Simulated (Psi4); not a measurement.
Cl$_{2}$ (SMILES ClCl), singlet, at a GFN2-xTB geometry; LCCD/STO-3G run with Psi4.

The Psi4 input:
```
memory 2 GB

molecule mol {
0 1
  Cl   -0.000000   -0.000000   -1.008426
  Cl    0.000000    0.000000    1.008426
}

set basis sto-3g
set reference rhf

energy('lccd')
print_variables()
```

The log (banner, timings and long lists left out):

```
   => Loading Basis Set <=

    Name: STO-3G
    Role: ORBITAL
    Keyword: BASIS

         ---------------------------------------------------------
                                   SCF
               by Justin Turney, Rob Parrish, Andy Simmonett
                          and Daniel G. A. Smith
                              RHF Reference
         ---------------------------------------------------------

  ==> Geometry <==

    Molecular point group: d2h
    Full point group: D_inf_h

    Geometry (in Angstrom), charge = 0, multiplicity = 1:

       Center              X                  Y                   Z               Mass
    ------------   -----------------  -----------------  -----------------  -----------------
         CL           0.000000000000     0.000000000000    -1.008426000000    34.968852682000
         CL           0.000000000000     0.000000000000     1.008426000000    34.968852682000

  Running in d2h symmetry.

  Rotational constants: A = ************  B =      0.23703  C =      0.23703 [cm^-1]
  Rotational constants: A = ************  B =   7105.87807  C =   7105.87807 [MHz]
  Nuclear repulsion =   75.827187063616961

  Charge       = 0
  Multiplicity = 1
  Electrons    = 34
  Nalpha       = 17
  Nbeta        = 17

  ==> Algorithm <==

  SCF Algorithm Type is PK.
  DIIS enabled.
  MOM disabled.
  Fractional occupation disabled.
  Guess Type is SAD.
  Energy threshold   = 1.00e-08
  Density threshold  = 1.00e-08
  Integral threshold = 1.00e-12

  ==> Primary Basis <==

  Basis Set: STO-3G
    Blend: STO-3G
    Number of shells: 10
    Number of basis functions: 18
    Number of Cartesian functions: 18
    Spherical Harmonics?: true
    Max angular momentum: 1

  ==> Integral Setup <==

  Using in-core PK algorithm.
   Calculation information:
      Number of atoms:                   2
      Number of AO shells:              10
      Number of primitives:             30
      Number of atomic orbitals:        18
      Number of basis functions:        18

      Integral cutoff                 1.00e-12
      Number of threads:                 1

  Performing in-core PK
  Using 29412 doubles for integral storage.
  We computed 1263 shell quartets total.
  Whereas there are 1540 unique shell quartets.

  ==> DiskJK: Disk-Based J/K Matrices <==

    J tasked:                  Yes
    K tasked:                  Yes
    wK tasked:                  No
    Schwarz Cutoff:          1E-12

  Minimum eigenvalue in the overlap matrix is 5.4318239275E-01.
  Reciprocal condition number of the overlap matrix is 3.6234662503E-01.
    Using symmetric orthogonalization.

  ==> Pre-Iterations <==

  SCF Guess: Superposition of Atomic Densities via on-the-fly atomic UHF (no occupation information).

   -------------------------
    Irrep   Nso     Nmo
   -------------------------
     Ag         5       5
     B1g        0       0
     B2g        2       2
     B3g        2       2
     Au         0       0
     B1u        5       5
     B2u        2       2
     B3u        2       2
   -------------------------
    Total      18      18
   -------------------------

  ==> Iterations <==

                        Total Energy        Delta E     RMS |[F,P]|

   @RHF iter SAD:  -908.74723797167189   -9.08747e+02   0.00000e+00
   @RHF iter   1:  -909.10332799351693   -3.56090e-01   1.21542e-02 ADIIS/DIIS
   @RHF iter   2:  -909.11347245176546   -1.01445e-02   2.35339e-03 ADIIS/DIIS
   @RHF iter   3:  -909.11389496187485   -4.22510e-04   7.94966e-05 DIIS
   @RHF iter   4:  -909.11389530013048   -3.38256e-07   6.02751e-07 DIIS
   @RHF iter   5:  -909.11389530015697   -2.64890e-11   1.08531e-08 DIIS
   @RHF iter   6:  -909.11389530015742   -4.54747e-13   1.85654e-10 DIIS
  Energy and wave function converged.

  ==> Post-Iterations <==

    Orbital Energies [Eh]
    ---------------------

    Doubly Occupied:

[...]
    Virtual:

       5B1u    0.121205

    Final Occupation by Irrep:
[...]
    NB   [     5,    0,    2,    2,    0,    4,    2,    2 ]

  @RHF Final Energy:  -909.11389530015742

   => Energetics <=

    Nuclear Repulsion Energy =             75.8271870636169609
    One-Electron Energy =               -1408.8825523976761360
    Two-Electron Energy =                 423.9414700339017372
    Total Energy =                       -909.1138953001574237

Computation Completed

Properties will be evaluated at   0.000000,   0.000000,   0.000000 [a0]

Properties computed using the SCF density matrix

 Multipole Moments:

 ------------------------------------------------------------------------------------
     Multipole            Electronic (a.u.)      Nuclear  (a.u.)        Total (a.u.)
 ------------------------------------------------------------------------------------

 L = 1.  Multiply by 2.5417464519 to convert [e a0] to [Debye]
 Dipole X            :          0.0000000            0.0000000            0.0000000
 Dipole Y            :          0.0000000            0.0000000            0.0000000
 Dipole Z            :          0.0000000            0.0000000            0.0000000
 Magnitude           :                                                    0.0000000

 ------------------------------------------------------------------------------------

 MINTS: Wrapper to libmints.
   by Justin Turney

   Calculation information:
      Number of threads:                 1
      Number of atoms:                   2
      Number of AO shells:              10
      Number of SO shells:               5
      Number of primitives:             30
      Number of atomic orbitals:        18
      Number of basis functions:        18

      Number of irreps:                  8
      Integral cutoff                 1.00e-12
      Number of functions per irrep: [   5    0    2    2    0    5    2    2 ]

 OEINTS: Overlap, kinetic, potential, dipole, and quadrupole integrals
         stored in file 35.

      Computed 2376 non-zero two-electron integrals.
        Stored in file 33.

        ==> Transform all two-electron integrals <==

	Presorting SO-basis two-electron integrals.
	Sorting File: SO Ints (nn|nn) nbuckets = 1
	Constructing frozen core operators
	Starting first half-transformation.
	Sorting half-transformed integrals.
	First half integral transformation complete.
	Starting second half-transformation.
	Two-electron integral transformation complete.

Traceback (most recent call last):
  File "psi4", line 375, in <module>
  File "<string>", line 23, in <module>
  File "site-packages/psi4/driver/driver.py", line 533, in energy
  File "site-packages/psi4/driver/procrouting/proc.py", line 694, in select_lccd
  File "site-packages/psi4/driver/procrouting/proc.py", line 5807, in run_cepa

RuntimeError:
Fatal Error: ndocc must be less than nvirt
The most recent 5 function calls were:

psi::PsiException::PsiException(std::__cxx11::basic_string<char, std::char_traits<char>, std::allocator<char> >, char const*, int)

Printing out the relevant lines from the Psithon --> Python processed input file:
      Cl    0.000000    0.000000    1.008426
    ""","mol")
    core.IO.set_default_namespace("mol")
    core.set_global_option("BASIS", "sto-3g")
    core.set_global_option("REFERENCE", "rhf")
--> energy('lccd')
    print_variables()

!----------------------------------------------------------------------------------!
!                                                                                  !
! Fatal Error: ndocc must be less than nvirt                                       !
! The most recent 5 function calls were:                                           !
! psi::PsiException::PsiException(std::__cxx11::basic_string<char,                 !
!     std::char_traits<char>, std::allocator<char> >, char const*, int)            !
!                                                                                  !
!----------------------------------------------------------------------------------!
```

The run crashed.
